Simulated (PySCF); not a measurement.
**Relaxation of doublet Ag₃**

All numbers come from UPBE0/[Ag def2-TZVP with ECP28], scalar-relativistic core potentials, density fitting, no spin–orbit coupling, PySCF. A (50,194) grid was used.

A hand-made obtuse triangle start, of C2v symmetry, held to at least that symmetry:

Coordinates in bohr (charge 0 multiplicity 2):
```
Ag    0.0000   -1.9351    0.0000
Ag    3.7734    0.9675    0.0000
Ag   -3.7734    0.9675    0.0000
```

What forces act on the atoms at the start (eV/Å)?


```json
{"atom": "Ag1", "Fx": "0.00", "Fy": "-0.96", "Fz": "0.00"}
{"atom": "Ag2", "Fx": "0.63", "Fy": "0.48", "Fz": "0.00"}
{"atom": "Ag3", "Fx": "-0.63", "Fy": "0.48", "Fz": "0.00"}
```

What does it relax to?

It ends at C2v with Ag–Ag 2.645 Å (×2); Ag–Ag–Ag 108.4° (after a last refinement on a finer grid). A frequency run shows a minimum. Other isomers or separated fragments may lie lower.

How much energy is released, and in how many steps?

8.8 kJ/mol in 10 steps.

Other spin states or occupations of the open shell can lie lower.
